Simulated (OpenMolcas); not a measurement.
3d5 along the 23-electron sequence

* Program: OpenMolcas
* Method: SS-CASPT2, IPEA 0.25 Eh, imaginary shift 0.1 Eh
* Basis: ANO-RCC-VTZP
* Scalar Hamiltonian: DKH2, point nucleus
* Spin-orbit coupling: RASSI with atomic mean-field integrals over the reference wave functions, term energies averaged over their components

Active space for each ion: 5 electrons in 10 orbitals (3d 4d); closed shells correlated by CASPT2: 3s 3p.

Computed levels in cm-1 above 6S 5/2:

```tsv
Level	Fe3+	Co4+	Ni5+	Cu6+
4G 5/2	33520	39150	43350	47810
4G 7/2	33560	39220	43450	47960
4G 9/2	33600	39270	43520	48070
4G 11/2	33610	39280	43520	48060
4P 5/2	37100	43240	47780	52550
4P 3/2	37160	43360	47970	52830
4P 1/2	37240	43510	48190	53240
4D 7/2	40260	46920	52000	57380
4D 1/2	40300	47030	52190	57690
weight of 6S in the lowest level (%)	100	100	100	100
```

Measured, with the error of the calculation in %. Measured levels: Fe3+ from Corliss and Sugar, J. Phys. Chem. Ref. Data 11, 135 (1982); Co4+ from Sugar and Corliss, J. Phys. Chem. Ref. Data 10, 1097 (1981); Ni5+ from Corliss and Sugar, J. Phys. Chem. Ref. Data 10, 197 (1981); Cu6+ from the list in Gamrath, thesis, University of Mons (2023).

| Level | Fe3+ | Co4+ | Ni5+ | Cu6+ |
| --- | --- | --- | --- | --- |
| 4G 11/2 | 32246 (+4.2) | 37218 (+5.5) | 41921 (+3.8) |  |
| 4P 5/2 | 35254 (+5.2) | 40753 (+6.1) | 45884 (+4.1) | 50732 (+3.6) |
| 4P 3/2 | 35333 (+5.2) | 40891 (+6.0) | 46104 (+4.0) | 51067 (+3.4) |
| 4P 1/2 | 35407 (+5.2) | 41024 (+6.1) | 46325 (+4.0) | 51407 (+3.6) |
| 4D 7/2 | 38779 (+3.8) | 44709 (+4.9) | 50331 (+3.3) | 55742 (+2.9) |
| 4D 1/2 | 38897 (+3.6) | 44908 (+4.7) |  | 56210 (+2.6) |

4G 5/2 changes by a factor of 1.43 over the same range, with steps per unit of Z of +5630, +4200, +4460 cm-1.

CASPT2 breaks the degeneracy within a term, and the mean is taken; among the terms shown or strongly mixed into the levels shown the widest spread is 64 cm-1 (3d5 4D, Fe3+). Active for correlation alone: 4d; no level in the range computed is led by a configuration that fills it, so any true level of that kind is missing. Measured partners are found by configuration, term and J. A level has none where our copy of the source lacks it or the pairing is in doubt (some pairs that miss far off the trend of their configuration count as doubtful), and it then counts in no deviation. Only configurations of the active space appear.
